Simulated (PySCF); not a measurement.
# Electronic absorption of C6H14Si2

Species: C₆H₁₄Si₂.
SMILES: `C1C[SiH]2CC[SiH]1CC2`

Method: PySCF 2.14.0, density-fitted response routines, TDDFT B3LYP/def2-SVPD, vertical, gas phase, core orbitals frozen in the response. Geometry: PBE0-D3(BJ)/def2-SVP; no solvent, vibrations or thermal averaging.

```tsv
state	E (eV)	λ (nm)	ν̃ (cm⁻¹)	f	main configurations (H = HOMO, L = LUMO)
S1	6.34	195.6	51120	0.0001	H→L (98%)
S2	6.34	195.6	51140	0.0001	H-1→L (98%)
S3	6.79	182.6	54760	0.0014	H→L+1/L+2 (≥48%), H-1→L+1/L+2 (≥44%)
S4	6.82	181.8	55010	0.011	H→L+1/L+2 (≥94%)
S5	6.82	181.7	55020	0.021	H-1→L+1/L+2 (≥50%), H→L+1/L+2 (≥46%)
S6	6.82	181.7	55030	0.0096	H-1→L+1/L+2 (≥94%)
S7	7.28	170.4	58690	0.018	H→L+4 (38%), H-1→L+5 (37%), H→L+3 (22%)
S8	7.28	170.3	58710	0.018	H→L+5 (49%), H-1→L+4 (34%), H-1→L+3 (14%)
S9	7.29	170.1	58780	0.0015	H-1→L+4 (58%), H→L+5 (39%)
```

Triplets, Tamm–Dancoff:

```
state  E (eV)  λ (nm)  main configurations (H = HOMO, L = LUMO)
   T1    6.21   199.5                                 H→L (95%)
   T2    6.22   199.5                               H-1→L (95%)
   T3    6.62   187.3      H→L+1/L+2 (≥46%), H-1→L+1/L+2 (≥40%)
```

The lowest singlet level (S1/S2) comes at 196 nm (612 kJ/mol) in the vacuum ultraviolet; it is dark (f under 0.0005). The most intense listed level is S4/S5/S6 at 6.82 eV (182 nm, f = 0.042 summed), 0.48 eV above S1. S1/S2, S4/S5/S6 and S7/S8/S9 lie within about 0.01 eV of each other in each set; the point group D3 has degenerate representations, and within a degenerate level the listed configurations can mix freely. Löwdin shares by element: HOMO (one of a set within 0.03 eV) carbon 35% or more, silicon 22% (atoms not listed hold the other 43%); LUMO silicon 21%, carbon 10% or more (atoms not listed hold the other 69%). Weighted by f, the mean energy of these states is 7.03 eV. The listed states span 0.95 eV. Orbital energies (eV): HOMO-3 -8.54, HOMO-2 -8.31, HOMO-1 -6.94, HOMO -6.94, LUMO 0.23, LUMO+1 0.71, LUMO+2 0.71. The vertical ionisation energy (ΔSCF) is 8.79 eV, 1.51 eV above S9. Orbitals of the list HOMO-3 to LUMO+2 that lie within 0.01 eV of each other are written together with a slash and their weights summed (≥ marks a lower bound); for degenerate orbitals outside that list single weights are arbitrary. Singlets were solved by full linear response, triplets in the Tamm–Dancoff approximation. The highest level found (7.33 eV, f 0.0000 so far) is left out, since the window may have cut off a degenerate partner.

Time: 2.7 min. Hardware: an Arm Neoverse V1 with one thread (shared host).
